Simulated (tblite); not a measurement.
Compound: C₂H₁₁AsSSi₂.
Atom-mapped SMILES: `[CH3:1][AsH:2][SiH2:3][S:4][CH2:5][SiH3:6]` (hydrogens: H7, H8, H9 on C1; H10 on As2; H11, H12 on Si3; H13, H14 on C5; H15, H16, H17 on Si6)

Computed with GFN2-xTB (tblite), gas phase: L-BFGS steps from a force-field or distance-geometry start until the largest atomic force falls under 0.01 eV/Å.

Step 11: E = -516.3940 eV
```
atom  x, y, z in Å  |  force x, y, z in eV/Å
C1      2.9166    0.5277   -0.2715   -0.022  -0.051   0.049
As2     1.9987   -0.6558    1.0220   -0.054  -0.013  -0.050
Si3     0.6196   -1.6118   -0.5981   -0.010   0.010  -0.004
S4     -0.7602   -0.1209   -1.3174   -0.080   0.024   0.033
C5     -1.6876    0.0947    0.2440   -0.074   0.061   0.014
Si6    -3.0648    1.3987    0.0339    0.029  -0.032  -0.015
H7      3.2383   -0.0248   -1.1518    0.030   0.027  -0.027
H8      2.2215    1.3077   -0.5829    0.018   0.029  -0.003
H9      3.7831    1.0017    0.1874    0.010   0.023   0.005
H10     2.9559   -1.8059    0.8715    0.045  -0.003   0.049
H11    -0.2381   -2.7035   -0.1229    0.032  -0.035   0.013
H12     1.2910   -2.0250   -1.8299   -0.025  -0.018  -0.029
H13    -0.9781    0.3886    1.0235    0.002  -0.034  -0.034
H14    -2.1123   -0.8745    0.5067    0.043   0.021   0.010
H15    -3.9744    0.9549   -1.0204    0.026   0.005   0.009
H16    -3.7656    1.4783    1.3202    0.024  -0.007  -0.014
H17    -2.4508    2.6819   -0.2989    0.006  -0.006  -0.006
```

Step 12: E = -516.3950 eV
```
atom  x, y, z in Å  |  force x, y, z in eV/Å
C1      2.9171    0.5275   -0.2700    0.002  -0.007   0.002
As2     1.9996   -0.6563    1.0192   -0.092  -0.001  -0.004
Si3     0.6182   -1.6126   -0.5986    0.000   0.002  -0.009
S4     -0.7620   -0.1222   -1.3168   -0.077   0.026   0.017
C5     -1.6886    0.0953    0.2442   -0.027   0.018   0.027
Si6    -3.0628    1.3973    0.0332   -0.001   0.009  -0.008
H7      3.2397   -0.0231   -1.1517    0.026   0.031  -0.020
H8      2.2222    1.3089   -0.5818    0.029   0.005   0.006
H9      3.7843    1.0039    0.1869   -0.008   0.006   0.009
H10     2.9558   -1.8057    0.8762    0.061  -0.020   0.033
H11    -0.2377   -2.7060   -0.1237    0.031  -0.030   0.015
H12     1.2862   -2.0247   -1.8325   -0.021  -0.019  -0.029
H13    -0.9775    0.3881    1.0226    0.001  -0.026  -0.028
H14    -2.1123   -0.8738    0.5083    0.037   0.016   0.010
H15    -3.9730    0.9560   -1.0191    0.007  -0.010  -0.017
H16    -3.7641    1.4783    1.3178    0.013  -0.007   0.009
H17    -2.4519    2.6810   -0.2989    0.020   0.008  -0.012
```

Step 13: E = -516.3958 eV
```
atom  x, y, z in Å  |  force x, y, z in eV/Å
C1      2.9174    0.5271   -0.2688    0.019   0.027  -0.032
As2     1.9986   -0.6568    1.0170   -0.087   0.000   0.025
Si3     0.6170   -1.6131   -0.5992   -0.005  -0.005  -0.025
S4     -0.7649   -0.1226   -1.3159   -0.059   0.017  -0.003
C5     -1.6900    0.0962    0.2448    0.015  -0.019   0.030
Si6    -3.0614    1.3964    0.0326   -0.030   0.045   0.000
H7      3.2413   -0.0212   -1.1520    0.020   0.030  -0.010
H8      2.2233    1.3100   -0.5809    0.032  -0.012   0.011
H9      3.7850    1.0055    0.1867   -0.021  -0.011   0.015
H10     2.9569   -1.8058    0.8804    0.053  -0.016   0.025
H11    -0.2368   -2.7084   -0.1240    0.032  -0.023   0.015
H12     1.2821   -2.0248   -1.8349   -0.020  -0.017  -0.027
H13    -0.9769    0.3872    1.0214    0.007  -0.011  -0.012
H14    -2.1116   -0.8730    0.5097    0.019   0.003   0.013
H15    -3.9719    0.9567   -1.0185   -0.005  -0.019  -0.036
H16    -3.7626    1.4781    1.3162    0.004  -0.006   0.025
H17    -2.4523    2.6805   -0.2992    0.028   0.017  -0.015
```

Step 14: E = -516.3967 eV
```
atom  x, y, z in Å  |  force x, y, z in eV/Å
C1      2.9182    0.5271   -0.2680    0.025   0.042  -0.046
As2     1.9959   -0.6573    1.0150   -0.050  -0.005   0.036
Si3     0.6156   -1.6138   -0.6003   -0.016  -0.008  -0.045
S4     -0.7691   -0.1230   -1.3150   -0.030  -0.002  -0.024
C5     -1.6914    0.0970    0.2459    0.041  -0.042   0.025
Si6    -3.0603    1.3963    0.0320   -0.050   0.066   0.006
H7      3.2434   -0.0185   -1.1527    0.014   0.025  -0.002
H8      2.2250    1.3110   -0.5797    0.024  -0.016   0.010
H9      3.7855    1.0072    0.1869   -0.026  -0.026   0.025
H10     2.9589   -1.8062    0.8855    0.026   0.004   0.019
H11    -0.2352   -2.7116   -0.1240    0.032  -0.014   0.014
H12     1.2772   -2.0252   -1.8383   -0.020  -0.014  -0.023
H13    -0.9761    0.3860    1.0200    0.016   0.008   0.011
H14    -2.1106   -0.8723    0.5116   -0.003  -0.015   0.019
H15    -3.9707    0.9570   -1.0185   -0.012  -0.024  -0.046
H16    -3.7610    1.4778    1.3150   -0.005  -0.003   0.038
H17    -2.4522    2.6804   -0.2998    0.033   0.023  -0.018
```

**Question.** Estimate the geometry and energy of step 15. (The exact step hangs on the optimiser's Hessian estimate; all steps are aligned on step 14, rigid shifts and turns removed.)

**Answer.** E = -516.3976 eV, largest force 0.079 eV/Å
```
atom  x, y, z in Å  |  force x, y, z in eV/Å
C1      2.9195    0.5277   -0.2677    0.016   0.032  -0.035
As2     1.9923   -0.6578    1.0135    0.004  -0.009   0.025
Si3     0.6138   -1.6149   -0.6023   -0.025  -0.008  -0.056
S4     -0.7742   -0.1237   -1.3146    0.000  -0.023  -0.039
C5     -1.6922    0.0972    0.2474    0.041  -0.040   0.014
Si6    -3.0599    1.3971    0.0313   -0.051   0.060   0.010
H7      3.2461   -0.0151   -1.1535    0.009   0.015   0.001
H8      2.2271    1.3121   -0.5782    0.008  -0.007   0.001
H9      3.7859    1.0088    0.1876   -0.021  -0.034   0.038
H10     2.9615   -1.8065    0.8918   -0.009   0.033   0.013
H11    -0.2329   -2.7154   -0.1240    0.031  -0.005   0.011
H12     1.2709   -2.0258   -1.8428   -0.016  -0.012  -0.022
H13    -0.9746    0.3849    1.0188    0.025   0.025   0.031
H14    -2.1097   -0.8718    0.5142   -0.021  -0.029   0.025
H15    -3.9697    0.9570   -1.0194   -0.011  -0.023  -0.045
H16    -3.7594    1.4774    1.3144   -0.014   0.002   0.046
H17    -2.4515    2.6809   -0.3008    0.035   0.024  -0.018
```

The energy changes by -0.0009 eV. The first-order estimate −F·Δx gives -0.0013 eV and the mean of the old and new forces, exact on a quadratic surface, -0.0009 eV. The step makes an angle of 65° with the force vector and moves no atom by more than 0.008 Å.

What follows is the cost of the whole relaxation. Hardware: Arm Neoverse N1, one thread, no GPU (shared host). Cost: 2.0 s wall.
